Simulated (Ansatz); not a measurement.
Reaction (ligand exchange at the Al–O bond): `[OH][Al]([OH])[F]` + NH₃ → `[NH2][Al]([OH])[F]` + H₂O

Isolated molecules relaxed with PBE0-D4/def2-TZVP in Ansatz; ΔE leaves out vibrations. CBS: MP2 limit from def2 TZ/QZ plus the TZ coupled-cluster correction, frozen cores. This one scheme is used for every species. DFT in def2-TZVPP. One conformer a species, not always the lowest.

(1) Is it downhill or uphill in electronic energy at CCSD(T)/CBS, and by how much? (An estimate is asked.)

(2) What do these levels give: revPBE-D4, r2SCAN-D4, B97M-V, CAM-B3LYP, LC-ωPBE, SCS-MP2/def2-QZVPP? (Estimate.)

Largest T1 diagnostic among the species: 0.012.

## Answers

(1) The calculation gave: Uphill: ΔE = +10.4 kcal/mol.

(2) Computed: revPBE-D4 10.6, r2SCAN-D4 11.4, B97M-V 11.8, CAM-B3LYP 11.5, LC-ωPBE 10.7, SCS-MP2/def2-QZVPP 11.1 kcal/mol.

Leaving LDA and LC-ωPBE aside and taking each functional with its dispersion term where it has one, the values, not all of them listed here, spread over 1.4 kcal/mol, from HSE06-D4 to B97M-V. LDA lies −0.8 kcal/mol from PBE without D4. At CCSD(T), def2-SVP lies +1.3 kcal/mol from the extrapolated value and def2-TZVPP +0.7 kcal/mol.
